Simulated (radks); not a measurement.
Spherical quantum dot in the effective-mass picture: electrons in a parabolic well V = omega^2 r^2 / 2 with omega = 0.0503, with a point charge +2 (a donor) at the centre, all in effective atomic units (hartree* = m*/eps^2 hartree, bohr* = eps/m* bohr), one dielectric constant everywhere. Method: non-relativistic Kohn-Sham, LDA (Slater exchange, Perdew-Wang correlation), spin-polarised, spherical densities; computed with a radial shooting solver with Libxc functionals. Levels are named by radial order and angular momentum (1s, 1p, 1d, 2s, ...), and open shells are averaged over m.

N = 13, configuration 1s2 1p6 1d(up 3, down 0) 2s2. This is the lowest configuration that the search found (a dilute case). Occupied and some empty levels:

level    occupation  eigenvalue (hartree*)  <r> (bohr*)
1s down           1                0.43172       0.9616
1s up             1                0.43182       0.9615
2s up             1                0.92538        11.10
2s down           1                0.93088        10.85
1p up             3                0.93535        11.95
1p down           3                0.94136        11.85
1d up             3                0.95130        12.91
1d down           0                0.95761        12.93
1f up             0                0.97097        13.66
1f down           0                0.97724        13.74
2p up             0                0.98890        11.04
2p down           0                0.99209        11.03
1g up             0                0.99390        14.32
1g down           0                0.99993        14.42

Energy (hartree*): total 3.22680, kinetic 3.0485, external -6.4862, Hartree 8.5538, exchange-correlation -1.8893.

Electron density:

r (bohr*)  n(r) (e/bohr*^3)
1.60                0.01538
3.33              0.0004053
5.05              0.0004472
6.77              0.0006237
8.49              0.0007773
10.2              0.0008503
11.9              0.0007758
13.7              0.0005503
15.4              0.0002831
17.1              0.0001009
18.8             0.00002455
20.5              4.107e-06
22.3              4.714e-07
